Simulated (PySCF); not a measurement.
H$_{4}$P$_{2}$, charge +1, doublet (typed; the unrestricted solution is spin-contaminated), geometry from GFN2-xTB (a state made from the parent by changing its charge; the spin is typed, not shown lowest), with bond 5-2 at 2.0 times its length; PySCF with M062X/6-311G**.

Input for PySCF:
```python
from pyscf import gto, scf, dft

mol = gto.M(
    atom='''
P    -0.992848   -0.377627   -0.021645
P     0.992848    0.377627    0.021645
H    -1.625562    0.270206    1.043135
H    -1.588321    0.294713   -1.092691
H     2.183794   -0.967054    2.163738
H     1.625562   -0.270206   -1.043135
''',
    basis='6-311g**',
    charge=1,
    spin=1,
    verbose=4,
)

mf = dft.UKS(mol)
mf.xc = 'm062x'
mf.level_shift = 0.3
mf.max_cycle = 100
mf.kernel()
mf.analyze()
```

It wrote (shortened):

```
PySCF version 2.14.0

[INPUT] verbose = 4
[INPUT] num. atoms = 6
[INPUT] num. electrons = 33
[INPUT] charge = 1
[INPUT] spin (= nelec alpha-beta = 2S) = 1
[INPUT] symmetry False subgroup None
[INPUT] Mole.unit = angstrom
[INPUT] Symbol           X                Y                Z      unit          X                Y                Z       unit  Magmom
[INPUT]  1 P     -0.992848000000  -0.377627000000  -0.021645000000 AA   -1.876210803322  -0.713611607241  -0.040903121966 Bohr   0.0
[INPUT]  2 P      0.992848000000   0.377627000000   0.021645000000 AA    1.876210803322   0.713611607241   0.040903121966 Bohr   0.0
[INPUT]  3 H     -1.625562000000   0.270206000000   1.043135000000 AA   -3.071866978500   0.510615337214   1.971239460948 Bohr   0.0
[INPUT]  4 H     -1.588321000000   0.294713000000  -1.092691000000 AA   -3.001491687895   0.556926855349  -2.064886728777 Bohr   0.0
[INPUT]  5 H      2.183794000000  -0.967054000000   2.163738000000 AA    4.126772572468  -1.827467207665   4.088872225314 Bohr   0.0
[INPUT]  6 H      1.625562000000  -0.270206000000  -1.043135000000 AA    3.071866978500  -0.510615337214  -1.971239460948 Bohr   0.0

nuclear repulsion = 87.3445080358056
number of shells = 40
number of NR pGTOs = 122
number of NR cGTOs = 76
basis = 6-311g**
ecp = {}

******** <class 'pyscf.dft.uks.UKS'> ********
method = UKS
initial guess = minao
damping factor = 0
level_shift factor = 0.3
DIIS = <class 'pyscf.scf.diis.CDIIS'>
diis_start_cycle = 1
diis_space = 8
diis_damp = 0
SCF conv_tol = 1e-09
SCF conv_tol_grad = None
SCF max_cycles = 100
direct_scf = True
direct_scf_tol = 1e-13
number electrons alpha = 17  beta = 16
XC library pyscf.dft.libxc version 7.1.2
    S. Lehtola, C. Steigemann, M. J. T. Oliveira, and M. A. L. Marques,  SoftwareX 7, 1–5 (2018)
XC functionals = m062x
    Y. Zhao and D. G. Truhlar,  Theor. Chem. Acc. 120, 215 (2008)
    Y. Zhao and D. G. Truhlar,  Theor. Chem. Acc. 120, 215 (2008)
radial grids:
    Treutler-Ahlrichs [JCP 102, 346 (1995); DOI:10.1063/1.469408] (M4) radial grids

becke partition: Becke, JCP 88, 2547 (1988); DOI:10.1063/1.454033
pruning grids: <function nwchem_prune>
grids dens level: 3
symmetrized grids: False
atomic radii adjust function: <function treutler_atomic_radii_adjust>
small_rho_cutoff = 0
Set gradient conv threshold to 3.16228e-05
tot grids = 77592
init E= -684.782610590241

cycle= 1 E= -684.532266123625  delta_E= 0.25  |g|= 0.268  |ddm|= 1.27
cycle= 2 E= -684.581432747478  delta_E= -0.0492  |g|= 0.0993  |ddm|= 0.32
cycle= 3 E= -684.58870891864  delta_E= -0.00728  |g|= 0.0372  |ddm|= 0.12
cycle= 4 E= -684.592508141506  delta_E= -0.0038  |g|= 0.0297  |ddm|= 0.0683
cycle= 5 E= -684.595751016026  delta_E= -0.00324  |g|= 0.0275  |ddm|= 0.0513
cycle= 6 E= -684.599693145894  delta_E= -0.00394  |g|= 0.0243  |ddm|= 0.0649
cycle= 7 E= -684.604244128537  delta_E= -0.00455  |g|= 0.0182  |ddm|= 0.0934
cycle= 8 E= -684.605943655833  delta_E= -0.0017  |g|= 0.0129  |ddm|= 0.0498
cycle= 9 E= -684.606887952249  delta_E= -0.000944  |g|= 0.00979  |ddm|= 0.0448
cycle= 10 E= -684.607245892237  delta_E= -0.000358  |g|= 0.00591  |ddm|= 0.0246
cycle= 11 E= -684.607380332623  delta_E= -0.000134  |g|= 0.00494  |ddm|= 0.0153
cycle= 12 E= -684.607452670795  delta_E= -7.23e-05  |g|= 0.00294  |ddm|= 0.011
cycle= 13 E= -684.607482251146  delta_E= -2.96e-05  |g|= 0.00241  |ddm|= 0.00786
cycle= 14 E= -684.607499114239  delta_E= -1.69e-05  |g|= 0.00158  |ddm|= 0.00547
cycle= 15 E= -684.607508063982  delta_E= -8.95e-06  |g|= 0.000931  |ddm|= 0.00441
cycle= 16 E= -684.607512534546  delta_E= -4.47e-06  |g|= 0.000703  |ddm|= 0.00352
cycle= 17 E= -684.60751472233  delta_E= -2.19e-06  |g|= 0.000516  |ddm|= 0.00243
cycle= 18 E= -684.607515853889  delta_E= -1.13e-06  |g|= 0.000391  |ddm|= 0.00202
cycle= 19 E= -684.607516354108  delta_E= -5e-07  |g|= 0.000288  |ddm|= 0.00133
cycle= 20 E= -684.607516570057  delta_E= -2.16e-07  |g|= 0.000204  |ddm|= 0.000828
cycle= 21 E= -684.607516674014  delta_E= -1.04e-07  |g|= 0.000131  |ddm|= 0.000549
cycle= 22 E= -684.6075167218  delta_E= -4.78e-08  |g|= 8.5e-05  |ddm|= 0.000338
cycle= 23 E= -684.607516744884  delta_E= -2.31e-08  |g|= 5.8e-05  |ddm|= 0.000218
cycle= 24 E= -684.607516757531  delta_E= -1.26e-08  |g|= 4.18e-05  |ddm|= 0.000168
cycle= 25 E= -684.607516765248  delta_E= -7.72e-09  |g|= 3.39e-05  |ddm|= 0.000137
cycle= 26 E= -684.607516769932  delta_E= -4.68e-09  |g|= 2.61e-05  |ddm|= 0.00011
cycle= 27 E= -684.607516772998  delta_E= -3.07e-09  |g|= 2.35e-05  |ddm|= 0.000104
cycle= 28 E= -684.607516774768  delta_E= -1.77e-09  |g|= 1.87e-05  |ddm|= 7.96e-05
cycle= 29 E= -684.607516775724  delta_E= -9.56e-10  |g|= 1.5e-05  |ddm|= 5.88e-05
Extra cycle  E= -684.607516776156  delta_E= -4.32e-10  |g|= 1.87e-05  |ddm|= 4.99e-05
converged SCF energy = -684.607516776156  <S^2> = 1.0484847  2S+1 = 2.2790214
**** SCF Summaries ****
Total Energy =                        -684.607516776155990
Nuclear Repulsion Energy =              87.344508035805561
One-electron Energy =                -1111.653539264757455
Two-electron Energy =                  339.701514452795891
Two-electron Coulomb Energy =          387.258608511897876
DFT Exchange-Correlation Energy =      -47.557094059101971
**** MO energy ****
                             alpha | beta                alpha | beta
MO #1   energy= -78.3107461246922  | -78.3127120827847  occ= 1 | 1
MO #2   energy= -78.2890499208576  | -78.2855289429296  occ= 1 | 1
MO #3   energy= -7.13480783173195  | -7.13506396706507  occ= 1 | 1
MO #4   energy= -7.11506620637584  | -7.11346489632813  occ= 1 | 1
MO #5   energy= -5.25154565155936  | -5.25484029717179  occ= 1 | 1
MO #6   energy= -5.24700241598223  | -5.24843015249983  occ= 1 | 1
MO #7   energy= -5.24365359284964  | -5.24541174543256  occ= 1 | 1
MO #8   energy= -5.2341756599998   | -5.22905204664315  occ= 1 | 1
MO #9   energy= -5.22987234200772  | -5.22846050997214  occ= 1 | 1
MO #10  energy= -5.22972037708067  | -5.22473138079426  occ= 1 | 1
MO #11  energy= -1.01929749143608  | -1.01959862879842  occ= 1 | 1
MO #12  energy= -0.890341156798068 | -0.889278369051121 occ= 1 | 1
MO #13  energy= -0.709104827868498 | -0.708682669537333 occ= 1 | 1
MO #14  energy= -0.675944879908181 | -0.673384538263771 occ= 1 | 1
MO #15  energy= -0.620353085723564 | -0.598097215932098 occ= 1 | 1
MO #16  energy= -0.563797334717982 | -0.544259172013387 occ= 1 | 1
MO #17  energy= -0.523614723135154 | -0.357513282051541 occ= 1 | 0
MO #18  energy= -0.329562329167674 | -0.294811189241619 occ= 0 | 0
MO #19  energy= -0.176674602489323 | -0.176712769621745 occ= 0 | 0
MO #20  energy= -0.14931532304373  | -0.151618298261383 occ= 0 | 0
MO #21  energy= -0.139249137194841 | -0.137600753187655 occ= 0 | 0
MO #22  energy= -0.117919846960371 | -0.11974296918924  occ= 0 | 0
MO #23  energy= -0.0239169863620508 | -0.0324498382152635 occ= 0 | 0
MO #24  energy= -0.012834590890279 | -0.014573763541841 occ= 0 | 0
MO #25  energy= 0.00444575186016011 | -0.0110660413312297 occ= 0 | 0

To work with the spin densities directly, `use mulliken_meta_spin()` only printing them here.

 ** Mulliken spin pop alpha/beta on meta-lowdin orthogonal AOs **
 ** Mulliken Spin Density (per AO)  **
spin_pop of  0 P 1s        0.00001
spin_pop of  0 P 2s        0.00110
spin_pop of  0 P 3s        0.04894
spin_pop of  0 P 4s        0.00035
spin_pop of  0 P 5s        0.00001
spin_pop of  0 P 6s        0.00005
spin_pop of  0 P 2px       0.00000
spin_pop of  0 P 2py       0.00002
spin_pop of  0 P 2pz      -0.00000
spin_pop of  0 P 3px       0.02838
spin_pop of  0 P 3py       0.31040
spin_pop of  0 P 3pz       0.00851
spin_pop of  0 P 4px       0.00105
spin_pop of  0 P 4py       0.00108
spin_pop of  0 P 4pz       0.00060
spin_pop of  0 P 5px       0.00000
spin_pop of  0 P 5py      -0.00002
spin_pop of  0 P 5pz      -0.00003
spin_pop of  0 P 6px       0.00003
spin_pop of  0 P 6py      -0.00002
spin_pop of  0 P 6pz      -0.00002
spin_pop of  0 P 3dxy     -0.00110
spin_pop of  0 P 3dyz     -0.00029
spin_pop of  0 P 3dz^2    -0.00017
spin_pop of  0 P 3dxz     -0.00089
spin_pop of  0 P 3dx2-y2   -0.00089
spin_pop of  1 P 1s        0.00000
spin_pop of  1 P 2s        0.00002
spin_pop of  1 P 3s        0.00258
spin_pop of  1 P 4s        0.00093
spin_pop of  1 P 5s        0.00010
spin_pop of  1 P 6s        0.00006
spin_pop of  1 P 2px      -0.00001
spin_pop of  1 P 2py      -0.00000
spin_pop of  1 P 2pz      -0.00003
spin_pop of  1 P 3px      -0.07723
spin_pop of  1 P 3py       0.06634
spin_pop of  1 P 3pz      -0.27227
spin_pop of  1 P 4px       0.00033
spin_pop of  1 P 4py       0.00106
spin_pop of  1 P 4pz       0.00024
spin_pop of  1 P 5px      -0.00000
spin_pop of  1 P 5py       0.00004
spin_pop of  1 P 5pz      -0.00004
spin_pop of  1 P 6px       0.00000
spin_pop of  1 P 6py       0.00002
spin_pop of  1 P 6pz      -0.00000
spin_pop of  1 P 3dxy     -0.00088
spin_pop of  1 P 3dyz     -0.00040
spin_pop of  1 P 3dz^2     0.00003
spin_pop of  1 P 3dxz      0.00014
spin_pop of  1 P 3dx2-y2   -0.00077
spin_pop of  2 H 1s        0.00272
spin_pop of  2 H 2s        0.00020
spin_pop of  2 H 3s        0.00002
spin_pop of  2 H 2px       0.00001
spin_pop of  2 H 2py      -0.00009
spin_pop of  2 H 2pz       0.00002
spin_pop of  3 H 1s       -0.01055
spin_pop of  3 H 2s       -0.00006
spin_pop of  3 H 3s       -0.00013
spin_pop of  3 H 2px       0.00006
spin_pop of  3 H 2py      -0.00024
spin_pop of  3 H 2pz      -0.00012
spin_pop of  4 H 1s        0.86672
spin_pop of  4 H 2s        0.00252
spin_pop of  4 H 3s        0.00099
spin_pop of  4 H 2px       0.00004
spin_pop of  4 H 2py       0.00001
spin_pop of  4 H 2pz       0.00008
spin_pop of  5 H 1s        0.02015
spin_pop of  5 H 2s        0.00024
spin_pop of  5 H 3s       -0.00008
spin_pop of  5 H 2px       0.00000
spin_pop of  5 H 2py      -0.00007
spin_pop of  5 H 2pz       0.00019
 ** Mulliken Spin Density (per atom)  **
spin density of  0 P =      0.39711
spin density of  1 P =     -0.27973
spin density of  2 H =      0.00287
spin density of  3 H =     -0.01104
spin density of  4 H =      0.87035
spin density of  5 H =      0.02044
 ** Mulliken pop alpha/beta on meta-lowdin orthogonal AOs **
 ** Mulliken pop       alpha | beta **
In total            17.00000 | 16.00000
 ** Mulliken atomic charges   ( Nelec_alpha | Nelec_beta ) **
charge of  0P =      0.28831  (     7.55440      7.15729 )
charge of  1P =      0.35745  (     7.18141      7.46114 )
charge of  2H =      0.08471  (     0.45908      0.45621 )
charge of  3H =      0.09754  (     0.44571      0.45675 )
charge of  4H =      0.09247  (     0.88894      0.01859 )
charge of  5H =      0.07952  (     0.47046      0.45002 )

WARN: System has nonzero charge 1; the dipole moment is origin-dependent.
Location of origin: [0. 0. 0.]

Dipole moment(X, Y, Z, Debye):  0.08745, -0.09024, -0.24382
```
